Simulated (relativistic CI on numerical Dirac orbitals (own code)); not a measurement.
Mg V: calculation against measurement

Calculated at this level of theory: Dirac-Coulomb-Breit CI, separate exchange-only KLI orbitals for each configuration, model QED, valence Slater integrals scaled by 0.85, configuration energies shifted to the measured levels that pair with them (semi-empirical) (own radial code, finite nucleus).

Configurations in the expansion (outside the closed core 1s2): 2s2.2p4, 2s.2p5, 2p6, 2s2.2p3.3s, 2s2.2p3.3d, 2s2.2p3.4s, 2s.2p4.3s, 2s2.2p3.4d, 2s2.2p3.3p, 2p5.3s, 2p5.3p, 2s2.2p3.4p, 2s2.2p3.4f, 2p5.3d, 2s.2p4.3p, 2s2.2p2.3s2, 2s.2p4.3d, 2s2.2p2.3s.3p, 2s2.2p2.3p2, 2s2.2p2.3s.3d, 2s.2p4.4s, 2s2.2p2.3p.3d, 2s.2p4.4p, 2s.2p4.4d, 2s.2p3.3s2, 2s.2p4.4f, 2s2.2p2.3d2, 2s.2p3.3s.3p. Levels of other configurations are missing.

```tsv
Configuration	Term (tabulated)	J	Measured (cm⁻¹)	Computed	Error	Purity (%)
2s2.2p4	3P	2	0.0	0	0	100
2s2.2p4	3P	1	1783.1	1771	-12	100
2s2.2p4	3P	0	2521.8	2496	-26	100
2s2.2p4	1D	2	35926.0	33027	-2899	100
2s2.2p4	1S	0	77279.0	67226	-10053	97
2s.2p5	3P°	2	283212.3	283229	17	99
2s.2p5	3P°	1	284828.3	284834	6	99
2s.2p5	3P°	0	285712.0	285706	-6	99
2s.2p5	1P°	1	397482.0	389949	-7533	99
2p6	1S	0	662970.0	662970	0	96
2s2.2p3.3s	3S°	1	684541.0	688863	4322	99
2s2.2p3.3s	3D°	3	727742.0	728551	809	99
2s2.2p3.3s	3D°	2	727763.0	728551	788	99
2s2.2p3.3s	3D°	1	727782.0	728570	788	99
2s2.2p3.3s	1D°	2	735546.0	735546	0	99
2s2.2p3.3s	3P°	0	756545.0	751634	-4911	97
2s2.2p3.3s	3P°	1	756566.0	751680	-4886	97
2s2.2p3.3s	3P°	2	756641.0	751807	-4834	96
2s2.2p3.3s	1P°	1	764628.0	758825	-5803	97
2s2.2p3.3d	3D°	1	821974.0	828151	6177	99
2s2.2p3.3d	3D°	2	821989.0	828170	6181	99
2s2.2p3.3d	3D°	3	822066.0	828271	6205	99
2s2.2p3.3d	3D°	3	871216.0	872100	884	99
2s2.2p3.3d	3D°	2	871357.0	872189	832	98
2s2.2p3.3d	3D°	1	871390.0	872182	792	97
2s2.2p3.3d	1P°	1	873456.0	873879	423	95
2s2.2p3.3d	3P°	2	876795.0	877012	217	96
2s2.2p3.3d	3P°	1	877283.0	877537	254	95
2s2.2p3.3d	3P°	0	877463.0	877727	264	99
2s2.2p3.3d	1D°	2	877611.0	877394	-217	95
2s2.2p3.3d	3S°	1	879515.0	878778	-737	97
2s2.2p3.3d	1F°	3	882791.0	883735	944	98
2s2.2p3.3d	3P°	0	898757.0	893646	-5111	98
2s2.2p3.3d	3P°	1	898962.0	893865	-5097	97
2s2.2p3.3d	3P°	2	899369.0	894285	-5084	97
2s2.2p3.3d	1D°	2	901474.0	898280	-3194	76
2s2.2p3.3d	3D° †	3	902152.0	897224	-4928	96
2s2.2p3.3d	3D° †	2	902509.0	896880	-5629	77
2s2.2p3.3d	3D°	1	902766.0	897161	-5605	97
2s2.2p3.3d	1F°	3	905370.0	900878	-4492	97
2s2.2p3.4s	3S°	1	910750.0	916168	5418	99
2s2.2p3.3d	1P°	1	914500.0	909750	-4750	97
2s.2p4.3s	3P	2	940449.0	941963	1514	89
2s.2p4.3s	3P	1	941944.0	943401	1457	91
2s.2p4.3s	3P	0	942634.0	944071	1437	92
2s2.2p3.4s	3D°	3	962075.0	962075	0	98
2s2.2p3.4s	3D°	2	962103.0	962101	-2	98
2s2.2p3.4s	3D°	1	962114.0	962120	6	98
2s2.2p3.4s	1D°	2	964836.0	964793	-43	99
2s2.2p3.4d	3D°	3	1013839.0	1013909	70	99
2s2.2p3.4d	3D°	2	1013897.0	1013925	28	99
2s2.2p3.4d	3D°	1	1013931.0	1013903	-28	98
2s2.2p3.4d	1P°	1	1015615.0	1015405	-210	96
2s2.2p3.4d	3P° †	2	1017620.0	1017415	-205	88
2s2.2p3.4d	3P° †	1	1018000.0	1017550	-450	79
2s2.2p3.4d	1D°	2	1018430.0	1018762	332	99
2s2.2p3.4d	1F°	3	1019500.0	1020722	1222	99
2s.2p4.3s	3D	1	1020345.0	1018861	-1484	61
2s.2p4.3s	3D	2	1020419.0	1018969	-1450	60
2s.2p4.3s	3D	3	1020522.0	1019089	-1433	60
```

Measured levels from NIST levels in Kelleher and Podobedova, J. Phys. Chem. Ref. Data 37, 267 (2008); pairs were made by configuration, J and term (by order where the table uses no LS term), so strongly mixed levels may be paired wrongly.

Mean error by configuration (cm⁻¹): 2s2.2p4 -3247; 2s.2p5 -1879; 2p6 0; 2s2.2p3.3s -1525; 2s2.2p3.3d -556; 2s2.2p3.4s 1076; 2s.2p4.3s 7; 2s2.2p3.4d 236. Over the excited levels the mean absolute error is 2205 cm⁻¹ (59 of the 61 excited levels that our extract of the source holds in range could be paired, and the others can miss by more), and the median relative error of those above 1,000 cm⁻¹ is 0.12 %, both after the shifts were fitted to these levels, so that a configuration with one level shows no error. † marks terms whose computed intervals miss the measured ones by more than a factor of 2.5, or configurations far off the rest, from wrong mixing, a near crossing or a doubtful label or measurement; they are left out of the means.

Configurations whose levels could be paired with our table of measured levels were shifted onto them, all but the ground configuration, by the median error of their levels; single terms can still be off by 1,000 to 2,000 cm⁻¹ or more, and rates follow the energies as ν³ (E1, M1) or ν⁵ (E2). The others borrow a shift and can be off by several thousand cm⁻¹ or more. 59 of the 61 excited levels that our extract of the measured tables holds in this range could be paired (the sources list more); they are missed by 2246 cm⁻¹ on average and 10053 at most, after the shifts were fitted to these levels, and levels without a partner can miss by more.

Shifts applied (cm⁻¹): 2s2.2p4 0; 2s.2p5 -12385; 2p6 -29774; 2s2.2p3.3s 498; 2s2.2p3.3d -344; 2s2.2p3.4s 238; 2s.2p4.3s -8919; 2s2.2p3.4d -523.
